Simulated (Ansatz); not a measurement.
Geometry optimisation, RKS PBE-D4/6-31G* (Ansatz 0.2.0).

Input:

```yaml
crystal:
  periodic: [false, false, false]
  atoms:
    - { symbol: B, position_ang: [0.014744, -0.331212, -0.432075] }
    - { symbol: C, position_ang: [0.029273, -0.273972, 2.377158] }
    - { symbol: H, position_ang: [-0.90996, -0.60102, 2.852319] }
    - { symbol: H, position_ang: [0.801852, -0.121229, 3.149249] }
    - { symbol: H, position_ang: [-0.143518, 0.680032, 1.854274] }
    - { symbol: H, position_ang: [0.99014, 0.372978, -0.481547] }
    - { symbol: H, position_ang: [-1.120601, 0.091529, -0.44724] }
    - { symbol: O, position_ang: [0.254834, -1.691247, -0.454677] }
    - { symbol: C, position_ang: [-0.830346, -2.622931, -0.454127] }
    - { symbol: H, position_ang: [-0.681516, -3.335465, 0.37775] }
    - { symbol: H, position_ang: [-1.805738, -2.114953, -0.335836] }
    - { symbol: H, position_ang: [-0.821877, -3.184461, -1.406399] }
    - { symbol: H, position_ang: [0.374313, -1.045749, 1.66445] }
basis:
  gaussian: { orbitals: "6-31G*" }
hamiltonian:
  xc: pbe
  dispersion: d4
relax:
  f_tol: 0.03
  max_steps: 50
output:
  orbitals: {}
```

Command:

```bash
$ ansatz run input.yaml --threads 1 --pin off --max-ram 2048MiB --backend cpu --events-out ev --progress --plain --runs-dir out
```

Question: Where does it end, and by what steps?

Answer: It converged. After 5 steps the energy has fallen by 0.146 eV; H13 moved furthest, 0.46 Å.

```
step  energy less start (eV)  largest force component (eV/Å)  accepted
   0                  0.0000                           0.865       yes
   1                 -0.1135                           0.480       yes
   2                 -0.1388                           0.150       yes
   3                 -0.1438                           0.115       yes
   4                 -0.1303                           0.422        no
   5                 -0.1460                           0.021       yes
```

```xyz
13
Properties=species:S:1:pos:R:3
B -0.012 -0.373 -0.729
C 0.075 -0.229 2.692
H -0.880 -0.571 3.120
H 0.762 0.054 3.504
H -0.105 0.644 2.047
H 0.966 0.326 -0.832
H -1.141 0.067 -0.662
O 0.210 -1.708 -0.703
C -0.863 -2.647 -0.590
H -0.697 -3.260 0.313
H -1.842 -2.138 -0.519
H -0.848 -3.306 -1.475
H 0.526 -1.037 2.096
```

Time of the run: 15 s on 1 thread of Arm Neoverse V2, with other jobs on the host, peak memory 0.12 GiB.
